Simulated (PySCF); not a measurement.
**V⁺: interval between two levels**

V⁺ [Ar] 3d4 [5D4, M_J = 4] → V⁺ [Ar] 3d3 4p1 [5G6, M_J = 6], as a difference of total energies. Calculation: PySCF 2.14, in x2c-TZVPall-2c with one added diffuse shell each of s, p, d type (7s8p5d1f, 63 functions); the two-component X2C-1e Hamiltonian. Correlated levels: [Ne] frozen; the 6 highest virtual spinors dropped. "Screened" scales the spin-orbit matrix elements by Boettger's factors to mimic the two-electron term; Breit and QED terms are absent.

Question: Order these methods by the interval between two levels they give, lowest first.
A. GHF (screened spin-orbit)
B. GHF (spin-free)
C. GMP2 (spin-free)
D. GMP2 (screened spin-orbit)

Answer: B (27304 cm⁻¹), A (27558 cm⁻¹), C (34048 cm⁻¹), D (34320 cm⁻¹).

Errors of the correlated levels include the incompleteness of this basis and the frozen core.

The labels give the starting determinants; with spin-orbit coupling the two ends relaxed to ⟨J²⟩ = 20.01, ⟨L²⟩ = 6.01, ⟨S²⟩ = 6.00 and ⟨J²⟩ = 42.00, ⟨L²⟩ = 20.01, ⟨S²⟩ = 6.00.

For comparison: 35144 cm⁻¹ (measured; NIST Handbook of Basic Atomic Spectroscopic Data (Sansonetti and Martin, J. Phys. Chem. Ref. Data 34, 1559 (2005))).
